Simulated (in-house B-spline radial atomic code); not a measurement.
Yb⁺. Computed with a B-spline radial atomic code. Model: non-relativistic spherical atom: semilocal Troullier-Martins pseudo-atom, one channel per l, against all electrons, high spin, G0W0 and RPA with empty states to l = 8, local potential for every l without a channel, a model core (radius 0 = none) keeps its share of the functional.

Without relativity these are model numbers for so heavy an element.

What the tables leave out is listed at the end.

The pseudopotential gives back the lowest level of each angular momentum of its own functional in the configuration it was made in; a second state of the same l is only approximately right. Exact exchange, RPA and GW see the smooth pseudo-orbitals and miss the exchange with the core, for which the functional's share stands in. The column with an uncorrelated core keeps all orbitals and exact exchange, and so separates missing core correlation from pseudisation. Only the three outermost levels and the lowest empty one were computed. RPA here is direct RPA, with no exchange kernel, and its energies carry an (l + 1/2)⁻⁴ tail. A hybrid on a potential with a model core restores only its own semilocal share of the core's exchange.

Command:
```bash
python run_psgw.py task.json out
```
Settings (lengths in bohr, energies in hartree):
```
Z                      70
electrons              69
configuration          [Xe] 4f14 6s1
generated_in           [Xe] 4f14 6s2
functional             lda,vwn
core_shells            9
radius_factor          1.3
core_correction        False
ion_configuration      [Xe] 4f14
```

Cost of the run: 110 s on 1 thread of Intel(R) Xeon(R) Platinum 8259CL CPU @ 2.50GHz (Skylake/Cascade Lake), on a shared host.

Given: made with LDA VWN5; model core radius 0 bohr; local radius 1.68 bohr; mean-field start LDA VWN5.

Valence shells of the generating configuration: 5s, 5p, 4f, 6s.

Channel: s 1.517, p 1.657, d 2.603, f 2.097 (radii in bohr).

Computed: largest level miss in the spin-unpolarised generating configuration 0.071 eV; valence RPA correlation energy all-electron orbitals -1.8826 hartree; valence RPA correlation energy pseudo -2.4941 hartree; all-electron RPA polarisability, core included 51.353 bohr³; pseudo-atom RPA polarisability 49.359 bohr³; ionisation by RPA all-electron 11.765 eV; ionisation by RPA pseudo minus all 0.31 eV.

```
          level  occupied  mean-field all-electron (eV)  mean-field pseudo minus all (eV)  G0W0 all-electron (eV)  G0W0 uncorrelated core minus all (eV)  G0W0 pseudo minus all (eV)  exchange self-energy all-electron (eV)  exchange self-energy pseudo (eV)
          6s up         1                       -9.0738                             -0.13                 -11.775                                  0.003                      -0.183                                 -8.3956                           -8.2236
6s down (empty)         0                        -8.297                            -0.132                 -6.4546                                  0.002                      -0.087                                 -1.8331                           -1.5861
```

(1) What is the ionisation by mean-field pseudo minus all?

(2) What is the ionisation by mean-field all-electron?

Given: mean-field start PBE0.

Computed: all-electron RPA polarisability, core included 47.069 bohr³; pseudo-atom RPA polarisability 44.993 bohr³; ionisation by mean-field all-electron 11.254 eV; ionisation by mean-field pseudo minus all 0.202 eV; ionisation by RPA all-electron 11.606 eV; ionisation by RPA pseudo minus all 0.299 eV.

```json
{"level": "6s up", "occupied": "1", "mean-field all-electron (eV)": "-9.3826", "mean-field pseudo minus all (eV)": "-0.165", "G0W0 all-electron (eV)": "-11.659", "G0W0 uncorrelated core minus all (eV)": "0.003", "G0W0 pseudo minus all (eV)": "-0.208", "exchange self-energy all-electron (eV)": "-8.0583", "exchange self-energy pseudo (eV)": "-7.9369"}
{"level": "6s down (empty)", "occupied": "0", "mean-field all-electron (eV)": "-7.0712", "mean-field pseudo minus all (eV)": "-0.159", "G0W0 all-electron (eV)": "-5.9655", "G0W0 uncorrelated core minus all (eV)": "0.003", "G0W0 pseudo minus all (eV)": "-0.143", "exchange self-energy all-electron (eV)": "-1.6977", "exchange self-energy pseudo (eV)": "-1.4663"}
```

(3) What is the valence RPA correlation energy pseudo?

(4) What is the valence RPA correlation energy all-electron orbitals?

Given: mean-field start Hartree-Fock.

Computed: valence RPA correlation energy all-electron orbitals -1.547 hartree; valence RPA correlation energy pseudo -2.2375 hartree; pseudo-atom RPA polarisability 35.203 bohr³; ionisation by mean-field all-electron 10.523 eV; ionisation by mean-field pseudo minus all 0.239 eV; ionisation by RPA pseudo minus all 0.315 eV.

| level | occupied | mean-field all-electron (eV) | mean-field pseudo minus all (eV) | G0W0 all-electron (eV) | G0W0 uncorrelated core minus all (eV) | G0W0 pseudo minus all (eV) | exchange self-energy all-electron (eV) | exchange self-energy pseudo (eV) |
| --- | --- | --- | --- | --- | --- | --- | --- | --- |
| 6s up | 1 | -10.547 | -0.241 | -11.415 | 0.003 | -0.32 | -7.4786 | -7.4005 |
| 4f down | 1 | -26.006 | 7.521 | -22.258 | -0.161 | 3.322 | -76.849 | -37.238 |
| 4f up | ? | ? | ? | ? | ? | ? | ? | ? |
| 6s down (empty) | 0 | -4.6467 | -0.126 | -5.6187 | 0.002 | -0.198 | -0.92034 | -0.79202 |

(5) What belongs in the row 4f up?

(6) What is the all-electron RPA polarisability, core included?

(7) What is the ionisation by RPA all-electron?

Answers

(1) 0.17 eV.

(2) 11.619 eV.

(3) -2.4185 hartree.

(4) -1.7786 hartree.

(5) occupied: 1; mean-field all-electron (eV): -26.018; mean-field pseudo minus all (eV): 7.484; G0W0 all-electron (eV): -22.272; G0W0 uncorrelated core minus all (eV): -0.161; G0W0 pseudo minus all (eV): 3.296; exchange self-energy all-electron (eV): -76.841; exchange self-energy pseudo (eV): -37.277.

(6) 36.915 bohr³.

(7) 11.313 eV.

Among the listed levels the largest G0W0 shift of the pseudo-atom is +3.32 eV, for 4f down on the Hartree-Fock start, while leaving the core uncorrelated moves that level by -0.16 eV. So pseudisation and the lost core exchange, not the missing core correlation, make the error. Not in the tables (levels of low weight, unsolved or above zero; the highest and the empty levels are kept at any weight): on LDA the G0W0 levels 4f down (pseudo minus all +5.41 eV, weights 0.65 and 0.22), 4f up (pseudo minus all +5.39 eV, weights 0.64 and 0.22); on PBE0 the G0W0 levels 4f down (pseudo minus all +4.74 eV, weights 0.85 and 0.71), 4f up (pseudo minus all +4.72 eV, weights 0.84 and 0.71).
